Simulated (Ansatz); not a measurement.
Ansatz (an electronic-structure program) input for C4H7B, SMILES C#CB(C)C, PBE/def2-SVPD. Geometry: B3LYP-D3(BJ)/def2-SVP.

Ansatz 0.2 input:
```yaml
crystal:
  periodic: [false, false, false]
  atoms:
    - {symbol: B, position_ang: [-0.00000000, 0.00000000, 0.40150695]}
    - {symbol: C, position_ang: [-0.00000000, 0.00000000, -1.13054127]}
    - {symbol: C, position_ang: [0.00000000, -0.00000001, -2.35048975]}
    - {symbol: H, position_ang: [-0.00000000, -0.00000001, -3.42503318]}
    - {symbol: C, position_ang: [0.01246374, -1.37101732, 1.17301625]}
    - {symbol: H, position_ang: [0.43726680, -1.29763636, 2.18685266]}
    - {symbol: H, position_ang: [-1.05251431, -1.65426465, 1.30281184]}
    - {symbol: H, position_ang: [0.48734883, -2.19800654, 0.62408031]}
    - {symbol: C, position_ang: [-0.01246374, 1.37101732, 1.17301624]}
    - {symbol: H, position_ang: [-0.43726680, 1.29763637, 2.18685265]}
    - {symbol: H, position_ang: [1.05251431, 1.65426466, 1.30281183]}
    - {symbol: H, position_ang: [-0.48734882, 2.19800654, 0.62408030]}
basis:
  gaussian:
    orbitals: def2-SVPD
hamiltonian:
  xc: {name: PBE}
```

It prints:

```
WARN ansatz: RAYON_NUM_THREADS=1 ignored (pool sized by the plan → 1); use --threads N
Functional definition: PBE
integrals: 0.07 GiB planned
1283 factors; their error is unknown
mean field: 0.57 GiB planned
mean field evaluation 1: about -4912.0685 eV, gradient 7.6e1 eV
mean field evaluation 2: about -4893.9168 eV, gradient 1.1e2 eV
mean field evaluation 4: about -4926.2348 eV, gradient 1.4e1 eV
mean field evaluation 8: about -4926.7197 eV, gradient 2.2e-1 eV
mean field evaluation 16: about -4926.6675 eV, gradient 6.8e-5 eV
mean field -4926.66749923 eV, -181.0516911816 hartree, gradient 6.8e-5 eV, S^2 0.000000; 0 other end points of the search recorded, 0 dependent functions left out
reference -4926.66755344 eV, -181.0516931737 hartree; 18, 18 occupied and 138, 138 virtual orbitals, 1283 factors
Total energy: -4926.66755344 eV, -181.0516931737 hartree
```

Self-consistency was reached.

Cost: very roughly 5 core-seconds.
